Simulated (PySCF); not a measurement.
Static response to an electric field

Compound: C₃H₅ClSSi.
Atom-mapped SMILES: `[SiH3:1][C:2](=[C:3]=[S:4])[CH2:5][Cl:6]` (hydrogens: H7, H8, H9 on Si1; H10, H11 on C5)

Cartesian coordinates in Å at the GFN2-xTB level; atoms count from 1:
```xyz
11
C3H5ClSSi angstrom
Si    -1.517    0.033   -0.396
C      0.332    0.325   -0.033
C      0.721    1.546    0.156
S      1.043    3.065    0.285
C      1.179   -0.881    0.149
Cl     0.847   -1.654    1.747
H     -1.534   -0.876   -1.546
H     -2.133    1.317   -0.710
H     -2.130   -0.590    0.775
H      2.242   -0.641    0.144
H      0.956   -1.641   -0.598
```

Level: PBE0/def2-SVPD (PySCF), static field, nuclei fixed, core orbitals frozen in the response. The polarisability tensor in these axes (au):

```
x    91.04  15.73   5.95
y    15.73 140.29  -4.34
z     5.95  -4.34  81.01
```

**Question.** Diagonalise the tensor; give its mean and Δα, where Δα² is half the sum of the squared differences of the eigenvalues.

**Answer.** Principal values 76.22, 91.14 and 144.98 au; mean 104.11 au = 15.43 Å³ = 17.17 × 10⁻⁴⁰ C²·m²/J; Δα = 62.65 au (60 % of the mean).

**Question.** What is the dipole moment, and where does it point?

**Answer.** (-0.32, -0.12, -1.67) D, 1.71 D in size, pointing from the negative to the positive side. Measured along this direction, the outermost atoms are Cl6 at the negative end and H7 at the positive end.

**Question.** What would n − 1 = 2πNα be for an ideal gas of these molecules at 273.15 K and 1 atm, electronic part alone?

**Answer.** N = p/kT = 2.6868 × 10¹⁹ cm⁻³, so n − 1 = 2π × N × 15.43 × 10⁻²⁴ cm³ = 2604 × 10⁻⁶ at long wavelengths, for an ideal gas.

**Question.** Find the Langevin capture rate constant for NH4+ (18.034 u) meeting this molecule (135.957 u), k = 2.342 × 10⁻⁹ cm³/s × √(α in Å³ / reduced mass in u).

**Answer.** The reduced mass is 15.92 u, so k = 2.31 × 10⁻⁹ cm³/s. The formula leaves out the permanent dipole, which adds to the capture rate.

**Question.** Rayleigh depolarisation ratio (linearly polarised light, static tensor)?

**Answer.** ρ = 3Δα²/(45ᾱ² + 4Δα²) = 11774.8/(487770 + 15699.7) = 0.0234.

**Question.** Give the eigenvalues of the traceless quadrupole moment Θ = ½Σq(3rr − r²1), origin at the centre of nuclear charge.

**Answer.** -7.77, 2.12, 5.65 D·Å. The values depend on the origin, since the dipole doesn't vanish. The electronic extent ⟨r²⟩ about the same centre is 1370 bohr², a root-mean-square distance of 2.34 Å for the 70 electrons.

**Question.** Sum over states: ᾱ = Σ f/ω², ω in Eh. What share falls to these 8 lowest TDDFT singlets (eV, f)? 2.68, 0.0002; 4.84, 0.0157; 5.27, 0.0042; 5.50, 0.0706; 5.81, 0.0211; 5.97, 0.0048; 6.23, 0.3878; 6.40, 0.0024.

**Answer.** They add up to 10.35 au, 9.9 % of the 104.11 au; the largest single term is 7.39 au, from the state at 6.23 eV. Terms in order: 0.02, 0.50, 0.11, 1.73, 0.46, 0.10, 7.39, 0.04 au. Higher excitations give the rest. The strengths listed sum to 0.507.

The structure is a single GFN2-xTB conformer in the gas phase; no vibrational or solvent corrections.

These values come from a run that also computed excited states. Hardware: an Intel Xeon at 2.70 GHz with one thread, no GPU, shared host with 64 logical CPUs at a one-minute load of 64. Cost: 45 s of wall time (grids of density and orbitals included), 0.71 GiB resident at most.
